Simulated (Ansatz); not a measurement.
Base molecule (SMILES): [Br][Y]. Each molecule is optimised on its own at B3LYP-D3(BJ)/def2-TZVP (Ansatz, a first-principles code). Cores are frozen in the correlated levels unless marked. UHF or UKS for open shells. Spin-orbit coupling is left out. Frozen are the shells of the preceding noble gas and the d and f shells that filled before the atom's block. Past Kr the def2 sets carry scalar-relativistic core potentials. CBS marks a two-point X^-3 extrapolation of the correlation energy; Hartree-Fock from the larger set. Unstable Hartree-Fock reference: [Br][Y], [Y][I], [Cl][Y]. A spin state is the lowest found, not a proven ground state. Vertical energies are electronic, to the SCF solution reached for that spin. For linear members the cation may be one component of a degenerate state.

Levels, all with Ansatz: PBE/def2-TZVPD, and a column headed coupled cluster (CCSD(T) or an MP2 limit with a CCSD(T) correction), which has limits of its own: vertical ionisation energy to the doublet at CCSD(T)/CBS(def2-TZVPPD,def2-QZVPPD).

| property of the base | coupled cluster | PBE |
|---|---|---|
| vertical ionisation energy to the doublet (eV) | 6.53 | 6.42 |

What happens with Br replaced by I, giving [Y][I]? Give the coupled-cluster values, and the shifts at both levels.

vertical ionisation energy to the doublet 6.47 eV (-0.06; PBE -0.12).

What happens with Br replaced by Cl, giving [Cl][Y]? Give the coupled-cluster values, and the shifts at both levels.

vertical ionisation energy to the doublet 6.56 eV (+0.03; PBE +0.06).
